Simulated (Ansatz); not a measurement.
MgF+, closed-shell singlet (lowest of 2S+1 = 1, 3 at CCSD(T)/def2-TZVPP on PBE0 minima; our sources give no spin for the ground state, which may be another), most abundant isotopes (18.9984 and 23.9850 u). Constants from fifth-degree fits in 1/R to seven points on the lowest solution found; no spin–orbit coupling, no relativity up to Kr; ω_e x_e and α_e move by some per cent with the fit.

Correlated levels freeze the inner cores; with def2 sets outer-core shells near the valence are correlated too.

Programs: Ansatz (Gaussian basis) for Hartree–Fock, density functionals and correlated methods. 

```json
[
 {"level": "PBE/def2-TZVPP", "r_e (Å)": "1.7204", "ω_e (cm⁻¹)": "779.3", "ω_e x_e (cm⁻¹)": "4.11", "α_e (cm⁻¹)": "0.00443"},
 {"level": "CCSD(T)/def2-QZVPP", "r_e (Å)": "1.6901", "ω_e (cm⁻¹)": "854.0", "ω_e x_e (cm⁻¹)": "4.37", "α_e (cm⁻¹)": "0.00425"}
]
```

### Question
Derive the rotational constants, the centrifugal constant, the fundamental, the zero-point energy and the force constant.

### Answer

μ = 10.60123 u.
- PBE/def2-TZVPP: B_e = 16.8576/(μ r_e²) = 0.53729 cm⁻¹; B₀ = B_e − α_e/2 = 0.53507 cm⁻¹; D = 4B_e³/ω_e² = 1.02e-06 cm⁻¹; fundamental ω_e − 2ω_e x_e = 771 cm⁻¹; zero-point energy ω_e/2 − ω_e x_e/4 = 389 cm⁻¹; k = μ(2πcω_e)² = 379 N/m; the line J = 1 ← 0 at 2B₀ = 32.08 GHz
- CCSD(T)/def2-QZVPP: B_e = 16.8576/(μ r_e²) = 0.55671 cm⁻¹; B₀ = B_e − α_e/2 = 0.55458 cm⁻¹; D = 4B_e³/ω_e² = 9.46e-07 cm⁻¹; fundamental ω_e − 2ω_e x_e = 845 cm⁻¹; zero-point energy ω_e/2 − ω_e x_e/4 = 426 cm⁻¹; k = μ(2πcω_e)² = 456 N/m; the line J = 1 ← 0 at 2B₀ = 33.25 GHz

Ansatz is a program for electronic structure.
